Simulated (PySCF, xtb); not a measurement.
Si(Cl)3(NCO) (CCl3NOSi), SMILES C(=O)=N[Si](Cl)(Cl)Cl. The values are those of a single conformer.

Harmonic wavenumbers (cm⁻¹) from GFN2-xTB (xtb 6.7.1) at its own minimum, in rising order: 24, 50, 122, 124, 172, 194, 207, 395, 494, 500, 540, 554, 670, 1529, 2507.

Task: What does PBE0-D3(BJ)/def2-SVP in PySCF 2.14.0 give at its own minimum? (An estimate is asked for; the answer gives what the named calculation found.)

Result: 36, 36, 162, 162, 207, 270, 270, 427, 626, 626, 644, 644, 689, 1575, 2497. Paired by order, the mean absolute difference is 56 cm⁻¹ and the zero-point energies are 11.6 and 12.7 kcal/mol.
